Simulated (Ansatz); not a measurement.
Basis-set extrapolation for `N[Si](N)(F)Cl` (PBE0-D4/def2-TZVP geometry, frozen core, Ansatz). Multiplicity 1, RHF reference.

|  | def2-TZVPP | def2-QZVPP |
| --- | --- | --- |
| HF | -959.435066 | -959.467921 |
| MP2 correlation | -0.979665 | -1.065418 |
| CCSD(T) correlation | -1.049600 | not run |

Energies in hartree. Use E(X) = E(∞) + A·exp(−7.88·√X) for Hartree–Fock and E(X) = E(∞) + B·X^(−2.97) for correlation, with X = 3 and 4, and add CCSD(T) minus MP2 of the smaller set to the MP2 limit.

What is the CCSD(T) energy at the basis-set limit?

HF limit: -959.467921 + (-0.032855) × 0.13774 = -959.47245. MP2 limit: -1.065418 + (-0.085753) × 0.74074 = -1.12894. Higher-order term: -1.049600 − (-0.979665) = -0.06994. Total: -960.67133 hartree, 490.1 kJ/mol below CCSD(T)/def2-TZVPP.
